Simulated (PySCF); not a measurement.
C₂H₈ClGeN.

```xyz
13

C     -0.8264    -0.8847    -1.6474
Ge    -0.2862     0.0053     0.0000
C     -0.8264    -0.8847     1.6474
N     -0.9606     1.7104     0.0000
Cl     1.9304     0.0173     0.0000
H     -1.9236    -0.9573    -1.6895
H     -0.4704    -0.3174    -2.5198
H     -0.3929    -1.8942    -1.6874
H     -0.4704    -0.3174     2.5198
H     -1.9236    -0.9573     1.6895
H     -0.3929    -1.8942     1.6874
H     -0.7218     2.2591     0.8248
H     -0.7218     2.2591    -0.8248
```
Charge 0, spin multiplicity 1.

Coordinates come from a B3LYP-D3(BJ)/def2-SVP optimisation. Other conformers were not sampled.

Method: KT2/pcSseg-1 (PySCF). Non-relativistic, no solvent.

Problem. Give the absolute GIAO shielding of each atom: isotropic value and principal components (ppm). (An estimate is asked for; the answer gives what the named calculation found.)

Solution. 
| atom | σ(iso) | σ11 | σ22 | σ33 | span |
|---|---|---|---|---|---|
| C1 | 177.7 | 165.3 | 175.1 | 192.6 | 27.2 |
| Ge2 | 1193.3 | 1159.8 | 1189.6 | 1230.6 | 70.8 |
| C3 | 177.7 | 165.3 | 175.1 | 192.6 | 27.2 |
| N4 | 216.5 | 197.7 | 208.8 | 243.1 | 45.5 |
| Cl5 | 858.0 | 735.6 | 832.9 | 1005.6 | 269.9 |
| H6 | 30.6 | 25.6 | 27.5 | 38.8 | 13.2 |
| H7 | 30.4 | 25.9 | 27.9 | 37.4 | 11.5 |
| H8 | 30.6 | 26.0 | 28.1 | 37.6 | 11.6 |
| H9 | 30.4 | 25.9 | 27.9 | 37.4 | 11.5 |
| H10 | 30.6 | 25.6 | 27.5 | 38.8 | 13.2 |
| H11 | 30.6 | 26.0 | 28.1 | 37.6 | 11.6 |
| H12 | 30.4 | 23.6 | 26.6 | 40.9 | 17.4 |
| H13 | 30.4 | 23.6 | 26.6 | 40.9 | 17.4 |
